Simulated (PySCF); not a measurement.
Cl₂Sn, charge -1, doublet, geometry from GFN2-xTB (such geometries of metal compounds can be far from the true shape) (a state made from the parent by changing its charge; the spin is typed, not shown lowest) (core potentials on Sn) (in this run its highest filled SCF level lies above zero, so its values depend strongly on the basis, on diffuse functions most of all); PySCF with DF-PBE/def2-TZVPP.

Here is a job for PySCF.
```python
from pyscf import gto, scf, dft

mol = gto.Mole()
mol.atom = '''
    Sn    0.01076359   -0.01024665    0.63912643
    Cl    1.23230621    1.55893049   -0.93616015
    Cl   -1.26396382   -1.52879329   -0.94362347
'''
mol.basis = 'def2-tzvpp'
mol.ecp = {'Sn': 'def2-tzvpp'}
mol.charge = -1
mol.spin = 1
mol.verbose = 4
mol.build()

mf = dft.UKS(mol)
mf.xc = 'pbe'
mf = mf.density_fit(auxbasis='def2-universal-jkfit')
mf.kernel()
mf.analyze()
```

Task: Predict the main parts of the log of this PySCF run.

Result: 
```
PySCF version 2.14.0

[INPUT] verbose = 4
[INPUT] num. atoms = 3
[INPUT] num. electrons = 57
[INPUT] charge = -1
[INPUT] spin (= nelec alpha-beta = 2S) = 1
[INPUT] symmetry False subgroup None
[INPUT] Mole.unit = angstrom
[INPUT] Symbol           X                Y                Z      unit          X                Y                Z       unit  Magmom
[...]
nuclear repulsion = 194.541452352876
number of shells = 44
number of NR pGTOs = 217
number of NR cGTOs = 134
basis = def2-tzvpp
ecp = {'Sn': 'def2-tzvpp'}

******** <class 'pyscf.df.df_jk.DFUKS'> ********
method = DFUKS
initial guess = minao
damping factor = 0
level_shift factor = 0
DIIS = <class 'pyscf.scf.diis.CDIIS'>
diis_start_cycle = 1
diis_space = 8
diis_damp = 0
SCF conv_tol = 1e-09
SCF conv_tol_grad = None
SCF max_cycles = 50
direct_scf = False
number electrons alpha = 29  beta = 28
XC library pyscf.dft.libxc version 7.1.2
    S. Lehtola, C. Steigemann, M. J. T. Oliveira, and M. A. L. Marques,  SoftwareX 7, 1–5 (2018)
XC functionals = pbe
    J. P. Perdew, K. Burke, and M. Ernzerhof,  Phys. Rev. Lett. 77, 3865 (1996)
    J. P. Perdew, K. Burke, and M. Ernzerhof,  Phys. Rev. Lett. 78, 1396 (1997)
    J. P. Perdew, K. Burke, and M. Ernzerhof,  Phys. Rev. Lett. 77, 3865 (1996)
    J. P. Perdew, K. Burke, and M. Ernzerhof,  Phys. Rev. Lett. 78, 1396 (1997)
radial grids:
    Treutler-Ahlrichs [JCP 102, 346 (1995); DOI:10.1063/1.469408] (M4) radial grids

becke partition: Becke, JCP 88, 2547 (1988); DOI:10.1063/1.454033
pruning grids: <function nwchem_prune>
grids dens level: 3
symmetrized grids: False
atomic radii adjust function: <function treutler_atomic_radii_adjust>
small_rho_cutoff = 0
Set gradient conv threshold to 3.16228e-05
tot grids = 59720
init E= -1097.81783880128

cycle= 1 E= -1131.63822620997  delta_E= -33.8  |g|= 2.45  |ddm|= 21.3
cycle= 2 E= -1079.9869502744  delta_E= 51.7  |g|= 6.68  |ddm|= 19.9
cycle= 3 E= -1134.42013852611  delta_E= -54.4  |g|= 0.522  |ddm|= 19.2
cycle= 4 E= -1134.13281014736  delta_E= 0.287  |g|= 0.803  |ddm|= 1.42
cycle= 5 E= -1134.51987539468  delta_E= -0.387  |g|= 0.096  |ddm|= 0.851
cycle= 6 E= -1134.52173912164  delta_E= -0.00186  |g|= 0.0657  |ddm|= 0.181
cycle= 7 E= -1134.52369960163  delta_E= -0.00196  |g|= 0.00468  |ddm|= 0.0744
cycle= 8 E= -1134.52370769576  delta_E= -8.09e-06  |g|= 0.00177  |ddm|= 0.00714
cycle= 9 E= -1134.52370889072  delta_E= -1.19e-06  |g|= 0.000425  |ddm|= 0.00158
[...]
converged SCF energy = -1134.52370895991  <S^2> = 0.75248397  2S+1 = 2.0024824
Total Energy =                       -1134.523708959909754
[...]
spin_pop of  1 Cl 3dxz      0.00166
spin_pop of  1 Cl 3dx2-y2    0.00355
spin_pop of  1 Cl 4dxy      0.00012
spin_pop of  1 Cl 4dyz      0.00041
spin_pop of  1 Cl 4dz^2     0.00001
spin_pop of  1 Cl 4dxz      0.00067
spin_pop of  1 Cl 4dx2-y2    0.00140
spin_pop of  1 Cl 5dxy      0.00007
spin_pop of  1 Cl 5dyz      0.00023
spin_pop of  1 Cl 5dz^2     0.00000
spin_pop of  1 Cl 5dxz      0.00037
spin_pop of  1 Cl 5dx2-y2    0.00078
spin_pop of  1 Cl 4f-3      0.00007
spin_pop of  1 Cl 4f-2      0.00001
spin_pop of  1 Cl 4f-1      0.00001
spin_pop of  1 Cl 4f+0      0.00000
spin_pop of  1 Cl 4f+1      0.00001
spin_pop of  1 Cl 4f+2      0.00016
spin_pop of  1 Cl 4f+3      0.00001
spin_pop of  2 Cl 1s       -0.00000
spin_pop of  2 Cl 2s       -0.00000
spin_pop of  2 Cl 3s        0.00000
spin_pop of  2 Cl 4s        0.00034
spin_pop of  2 Cl 5s       -0.00000
spin_pop of  2 Cl 2px       0.00000
spin_pop of  2 Cl 2py       0.00000
spin_pop of  2 Cl 2pz      -0.00000
spin_pop of  2 Cl 3px       0.00815
spin_pop of  2 Cl 3py       0.00398
spin_pop of  2 Cl 3pz      -0.00275
spin_pop of  2 Cl 4px       0.00531
spin_pop of  2 Cl 4py       0.00348
spin_pop of  2 Cl 4pz       0.00010
spin_pop of  2 Cl 5px       0.00070
spin_pop of  2 Cl 5py       0.00046
spin_pop of  2 Cl 5pz       0.00001
spin_pop of  2 Cl 6px       0.00097
spin_pop of  2 Cl 6py       0.00064
spin_pop of  2 Cl 6pz       0.00002
spin_pop of  2 Cl 3dxy      0.00022
spin_pop of  2 Cl 3dyz      0.00114
spin_pop of  2 Cl 3dz^2    -0.00001
spin_pop of  2 Cl 3dxz      0.00153
spin_pop of  2 Cl 3dx2-y2    0.00358
spin_pop of  2 Cl 4dxy      0.00010
spin_pop of  2 Cl 4dyz      0.00047
spin_pop of  2 Cl 4dz^2     0.00001
spin_pop of  2 Cl 4dxz      0.00062
spin_pop of  2 Cl 4dx2-y2    0.00141
spin_pop of  2 Cl 5dxy      0.00005
spin_pop of  2 Cl 5dyz      0.00026
spin_pop of  2 Cl 5dz^2     0.00000
spin_pop of  2 Cl 5dxz      0.00035
spin_pop of  2 Cl 5dx2-y2    0.00079
spin_pop of  2 Cl 4f-3      0.00006
spin_pop of  2 Cl 4f-2      0.00000
spin_pop of  2 Cl 4f-1      0.00001
spin_pop of  2 Cl 4f+0      0.00000
spin_pop of  2 Cl 4f+1      0.00001
spin_pop of  2 Cl 4f+2      0.00017
spin_pop of  2 Cl 4f+3      0.00002

WARN: Weak orthogonality for localized orbitals 2.8238119225774984e-09

In total            29.00000 | 28.00000

WARN: System has nonzero charge -1; the dipole moment is origin-dependent.
Location of origin: [0. 0. 0.]

Dipole moment(X, Y, Z, Debye):  0.04788, -0.04635,  2.86379
```
